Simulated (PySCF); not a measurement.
# How methods differ on the excitation energy of Al

Al [Ne] 3s2 3p1 (2P) → Al [Ne] 3s1 3p1 4s1 (4P), as a difference of total energies. Calculation: PySCF 2.14, in dyall-acv3z; the non-relativistic Hamiltonian (point nucleus). Correlated levels: valence: [Ne] frozen; virtual orbitals above 40 to 60 times the deepest correlated orbital energy dropped. The calculations carry no spin-orbit coupling.

```tsv
method	excitation energy (eV)
UHF	6.352
MP2 (valence)	7.196
SCS-MP2 (valence)	7.449
CCSD (valence)	7.467
CCSD(T) (valence)	7.498
```

Problem. How much does correlation contribute at CCSD(T) (valence)?

Solution. 7.498 − (6.352) = 1.146 eV, measured against UHF.

The upper state lies above the first ionisation limit, but in LS coupling its spin forbids autoionisation to the ground ion. A Rydberg-like electron needs more diffuse functions than a valence basis has.

The promoted electron is Rydberg-like, and one or two diffuse shells describe it only roughly, which tends to raise the upper state.
